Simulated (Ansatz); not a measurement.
`BC(=C)NCF` + HBr → `BC(=C)Br` + `NCF`  (substitution at a C–N bond)

Gas-phase electronic energies from Ansatz, PBE0-D4/def2-TZVP geometries. CCSD(T)/CBS adds triple-zeta CCSD(T) − MP2 to the extrapolated MP2 energy (def2 sets, frozen cores). DFT in def2-TZVPP. B3LYP here is the variant with VWN-RPA as its local correlation; programs differ in this. For Br outer-core shells are correlated without core-valence functions, which leaves a few kJ/mol of doubt a bond. Scalar relativity is left out up to krypton. One conformer a species, not always the lowest.

| species | B3LYP-D4 energy (Eh) |
| --- | --- |
| `BC(=C)NCF` | -298.08101 |
| HBr | -2574.79010 |
| `BC(=C)Br` | -2677.66435 |
| `NCF` | -195.20129 |

Problem. Work out ΔE.

Solution. ΔE = (-2677.66435) + (-195.20129) − (-298.08101) − (-2574.79010) = 0.00547 Eh = +0.15 eV. CCSD(T)/CBS gives +0.10 eV.

Largest T1 diagnostic among the species: 0.012.

The D4 term adds +0.04 eV with B3LYP and +0.03 eV with PBE0; it sums over pairs of atoms, weighted by their polarisabilities, and B3LYP, whose exchange is more repulsive, gets the larger term. From BLYP to BHLYP (50 % exact exchange), in def2-TZVPP and without D4, ΔE moves by +0.04 eV.
